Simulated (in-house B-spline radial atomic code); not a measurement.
Orbital energies and mean radii along the 59-electron series, configuration [Xe] 4f5. The effective charge is n√(-2ε), a non-relativistic measure. Computed with a radial B-spline atomic code at the basis-set limit: non-relativistic Hartree-Fock, average of the configuration, point nuclei.

This level leaves out relativity, spin-orbit splitting included, which matters for heavy ions.

| ion | Z | energy of 5s (Eh) | mean radius of 5s (bohr) | energy of 4p (Eh) | mean radius of 4p (bohr) | energy of 3p (Eh) | mean radius of 3p (bohr) | effective charge of 5s |
| --- | --- | --- | --- | --- | --- | --- | --- | --- |
| Pm2+ | 61 | -2.1932 | 1.5492 | -9.9724 | 0.64245 | -51.123 | 0.26496 | 10.472 |
| Sm3+ | 62 | -2.7943 | 1.4749 | -11.093 | 0.62623 | -54.111 | 0.25965 | 11.82 |
| Eu4+ | 63 | -3.4546 | 1.4067 | -12.315 | 0.61053 | -57.252 | 0.25455 | 13.143 |
